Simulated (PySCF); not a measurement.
C8H9F, SMILES c1ccc(CC)c(F)c1 at its GFN2-xTB optimised geometry (Å):

```
18

C     -2.9818     0.0744     1.4769
C     -2.4887    -0.0514     0.0337
C     -0.9889    -0.0946    -0.0067
C     -0.2897    -1.2946    -0.0068
C      1.0940    -1.3202    -0.0045
C      1.8129    -0.1372    -0.0009
C      1.1442     1.0742     0.0000
C     -0.2373     1.0742     0.0000
F     -0.8786     2.2669     0.0000
H     -2.6284    -0.7641     2.0735
H     -2.6129     0.9951     1.9226
H     -4.0687     0.0887     1.5041
H     -2.8920    -0.9626    -0.4121
H     -2.8471     0.8042    -0.5418
H     -0.8450    -2.2213    -0.0114
H      1.6129    -2.2669    -0.0062
H      2.8920    -0.1544     0.0002
H      1.6752     2.0133     0.0015
```

Method: PySCF 2.14.0 with PBE/def2-SVP.

Map of the electron localisation function on the plane z = 1.0 Å:

```
|00000000000000000000000000000|
|00000000000000000000000000000|
|00000000000000000000000000000|
|00000000000000000000000000000|
|00000000000000000000000000000|
|00000000001221000001000000000|
|00000000013443000024310000000|
|00000000014653000146520000000|
|00000000014541000256520000000|
|00000000001211112455300000000|
|00000121000013555554100000000|
|24421243100146766664100000000|
|89975455200366644665210000000|
|99997567401565211466433331000|
|99997578512563000256555663000|
|99986577412564100266545663000|
|57643343101465322465422331000|
|01100111000356655664200000000|
|00000000000256666653100000000|
|00000000000355444553100000000|
|00000000002553212355300000000|
|00000000004652000256520000000|
|00000000004541000146520000000|
|00000000001320000023200000000|
|00000000000000000000000000000|
|00000000000000000000000000000|
|00000000000000000000000000000|
|00000000000000000000000000000|
|00000000000000000000000000000|
```
Scale: ten equal steps from 0.000 (start of '0') to 0.985 (end of '9'), in the order '0123456789'; x runs from -5.00 to 5.00, y from -5.00 (bottom) to 5.00 (top).
